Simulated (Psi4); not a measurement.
CF4, singlet, at a GFN2-xTB geometry; HF/STO-3G (Psi4).

Here is a job for Psi4.
```
memory 2 GB

molecule mol {
0 1
C     0.000000    0.000000   -0.000000
F     0.761567    0.766691    0.747684
F    -0.749402   -0.756914    0.769615
F    -0.767915    0.750644   -0.757410
F     0.755750   -0.760420   -0.759889
}

set {
  basis sto-3g
  reference rhf
  scf_initial_accelerator none
}

energy('scf')
print_variables()
```

Question: Predict the main parts of the log of this Psi4 run.

Answer: 
```
   => Loading Basis Set <=

    Name: STO-3G
    Role: ORBITAL
    Keyword: BASIS

         ---------------------------------------------------------
                                   SCF
               by Justin Turney, Rob Parrish, Andy Simmonett
                          and Daniel G. A. Smith
                              RHF Reference
         ---------------------------------------------------------

  ==> Geometry <==

    Molecular point group: c1
    Full point group: C1

    Geometry (in Angstrom), charge = 0, multiplicity = 1:

       Center              X                  Y                   Z               Mass
    ------------   -----------------  -----------------  -----------------  -----------------
         C            0.000000000000    -0.000000215907     0.000000000000    12.000000000000
         F            0.761567000000     0.766690784093     0.747684000000    18.998403162730
         F           -0.749402000000    -0.756914215907     0.769615000000    18.998403162730
         F           -0.767915000000     0.750643784093    -0.757410000000    18.998403162730
         F            0.755750000000    -0.760420215907    -0.759889000000    18.998403162730

  Running in c1 symmetry.

  Rotational constants: A =      0.19269  B =      0.19269  C =      0.19269 [cm^-1]
  Rotational constants: A =   5776.72962  B =   5776.72852  C =   5776.72578 [MHz]
  Nuclear repulsion =  206.829469638187817

  Charge       = 0
  Multiplicity = 1
  Electrons    = 42
  Nalpha       = 21
  Nbeta        = 21

  ==> Algorithm <==

  SCF Algorithm Type is DF.
  DIIS enabled.
  MOM disabled.
  Fractional occupation disabled.
  Guess Type is SAD.
  Energy threshold   = 1.00e-06
  Density threshold  = 1.00e-06
  Integral threshold = 1.00e-12

  ==> Primary Basis <==

  Basis Set: STO-3G
    Blend: STO-3G
    Number of shells: 15
    Number of basis functions: 25
    Number of Cartesian functions: 25
    Spherical Harmonics?: true
    Max angular momentum: 1

   => Loading Basis Set <=

    Name: (STO-3G AUX)
    Role: JKFIT
    Keyword: DF_BASIS_SCF

  ==> Integral Setup <==

  SCF_SUBTYPE=INCORE selected. In-core MEM_DF algorithm will be used.
  Using in-core AOs.

  ==> MemDFJK: Density-Fitted J/K Matrices <==

    J tasked:                   Yes
    K tasked:                   Yes
    wK tasked:                   No
    Algorithm:                 Core
    Schwarz Cutoff:           1E-12
    Mask sparsity (%):       1.9200
[...]
     A         25      25
   -------------------------
    Total      25      25
   -------------------------

  ==> Iterations <==

                           Total Energy        Delta E     RMS |[F,P]|

   @DF-RHF iter SAD:  -427.89335612399549   -4.27893e+02   0.00000e+00
   @DF-RHF iter   1:  -429.32868895349822   -1.43533e+00   2.37821e-02 DIIS
   @DF-RHF iter   2:  -429.55380356832484   -2.25115e-01   5.74007e-03 DIIS
   @DF-RHF iter   3:  -429.56626116279398   -1.24576e-02   1.13674e-03 DIIS
   @DF-RHF iter   4:  -429.56734726981739   -1.08611e-03   9.77258e-05 DIIS
   @DF-RHF iter   5:  -429.56735324933197   -5.97951e-06   1.47172e-05 DIIS
   @DF-RHF iter   6:  -429.56735337945662   -1.30125e-07   7.96740e-07 DIIS
  Energy and wave function converged.

  ==> Post-Iterations <==

    Orbital Energies [Eh]
    ---------------------

    Doubly Occupied:

[...]
    Virtual:

[...]
      25A      0.654003

    Final Occupation by Irrep:
              A
    DOCC [    21 ]
    NA   [    21 ]
    NB   [    21 ]

  @DF-RHF Final Energy:  -429.56735337945662

   => Energetics <=

    Nuclear Repulsion Energy =            206.8294696381878168
    One-Electron Energy =               -1014.9951608774709939
    Two-Electron Energy =                 378.5983378598265858
    Total Energy =                       -429.5673533794566197

Computation Completed

Properties will be evaluated at   0.000000,   0.000000,   0.000000 [a0]

Properties computed using the SCF density matrix

 Multipole Moments:

 ------------------------------------------------------------------------------------
     Multipole            Electronic (a.u.)      Nuclear  (a.u.)        Total (a.u.)
 ------------------------------------------------------------------------------------

 L = 1.  Multiply by 2.5417464519 to convert [e a0] to [Debye]
 Dipole X            :          0.0000000           -0.0000000            0.0000000
 Dipole Y            :         -0.0000007           -0.0000001           -0.0000008
 Dipole Z            :         -0.0000001            0.0000000           -0.0000001
 Magnitude           :                                                    0.0000008

 ------------------------------------------------------------------------------------

  Variable Map:
  ----------------------------------------------------------------------------
[...]
  Array Variable Map:
  ----------------------------------------------------------------------------
[...]
[...]
```
